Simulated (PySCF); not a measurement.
Be(H)(SH) (BeH2S), SMILES [BeH][SH]. Atoms are numbered in the order given.

```xyz
4

Be    -0.0011    -1.4138     0.0000
H      0.0422    -2.7435     0.0000
S     -0.0810     0.4881     0.0000
H      1.2582     0.5898     0.0000
```

Coordinates come from a ωB97X-D3(BJ)/def2-TZVPD optimisation.

Vertical ionisation energy (IE) and electron affinity (EA) in eV. Rows of orbital energies are one-electron estimates. Where ΔSCF, EOM or ADC give a negative EA the extra electron is unbound and the value depends on the basis.

```
level                                                IE     EA
------------------------------------------------  -----  -----
−ε(HOMO), −ε(LUMO), ωB97X/def2-TZVPD (PySCF)      10.20  -0.97
−ε(HOMO), −ε(LUMO), CAM-B3LYP/def2-TZVPD (PySCF)   9.15   0.06
```
